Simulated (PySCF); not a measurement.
C9H9N.
Bonds: C1–C2 (double), C2–C3, C3–C4 (triple), C4–N5, N5–C6 (aromatic), C6–C7 (aromatic), C7–C8 (aromatic), C8–C9, C8–C10 (aromatic), N5–C10 (aromatic). Hydrogens: H11, H12 on C1; H13 on C2; H14 on C6; H15 on C7; H16, H17, H18 on C9; H19 on C10.

Computed with PBE0-D3(BJ)/def2-SVP geometry optimisation, gas phase in PySCF.

Some entries are withheld. Bonds in one row agree within 0.01 Å.

```
            coordinate    value
                 C1=C2  1.343 Å
                 C2–C3  1.418 Å
                 C3≡C4        ?
                 C4–N5  1.342 Å
                 N5–C6  1.385 Å
                 C6–C7  1.368 Å
                 C7–C8  1.435 Å
                 C8–C9  1.492 Å
                C8–C10        ?
                N5–C10        ?
                C1–H11  1.092 Å
                C1–H12  1.092 Å
                C2–H13  1.097 Å
                C6–H14  1.087 Å
                C7–H15  1.089 Å
C9–H16, C9–H17, C9–H18  1.101 Å
               C10–H19  1.087 Å
              C1–C2–C3        ?
              C2–C3–C4   178.6°
              C3–C4–N5   179.7°
              C4–N5–C6   125.6°
             C4–N5–C10   125.6°
             C6–N5–C10   108.8°
              N5–C6–C7        ?
              C6–C7–C8   108.1°
              C7–C8–C9   126.5°
             C7–C8–C10   106.7°
             C9–C8–C10   126.8°
             N5–C10–C8        ?
```

Estimate the withheld lengths and angles.

- C3≡C4 = 1.216 Å, drawn triple (both ends alkyne carbon); 0.16 Å below the sum of covalent radii, 1.38 Å.
- C8–C10 = 1.372 Å, aromatic (substituted aromatic carbon to aromatic CH next to a ring nitrogen); 0.09 Å below the sum of covalent radii, 1.46 Å.
- N5–C10 = 1.388 Å, aromatic (pyrrole-type nitrogen to aromatic CH next to a ring nitrogen); 0.05 Å below the sum of covalent radii, 1.44 Å.
- C1–C2–C3 = 125.3°, at the alkene CH carbon; the outer atoms are 2.452 Å apart.
- N5–C6–C7 = 107.9°, at the aromatic CH next to a ring nitrogen, inside a 5-membered ring; the outer atoms are 2.226 Å apart.
- N5–C10–C8 = 108.5°, at the aromatic CH next to a ring nitrogen, inside a 5-membered ring; the outer atoms are 2.240 Å apart.

Radii are Cordero's, carbon taken as 0.76, 0.73 or 0.69 Å for four, three, and two or fewer neighbours.

Not checked by PBE0-D3(BJ)/def2-SVP frequencies.
